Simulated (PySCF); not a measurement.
**How methods differ on the fine-structure interval of La⁴⁰⁺**

La⁴⁰⁺ [Ne] 3s2 3p5 [3p1/2^2 3p3/2^3, M_J = 3/2] → La⁴⁰⁺ [Ne] 3s2 3p5 [3p1/2^1 3p3/2^4, M_J = 1/2], as a difference of total energies. Calculation: PySCF 2.14, in an uncontracted even-tempered set (19 s from 8.5 bohr⁻², ratio 2.4; 14 p from 11 bohr⁻², ratio 2.4; 4 d from 43 bohr⁻², ratio 2.6; 4 f from 64 bohr⁻², ratio 2.6); the two-component X2C-1e Hamiltonian. Correlated levels: 1s2 frozen; the 56 highest virtual spinors dropped. "Screened" scales the spin-orbit matrix elements by Boettger's factors to mimic the two-electron term; Breit and QED terms are absent.

| method | fine-structure interval (cm⁻¹) |
| --- | --- |
| GHF (screened spin-orbit) | 824920 |
| GMP2 (screened spin-orbit) | 826130 |
| GHF (bare spin-orbit) | 856710 |
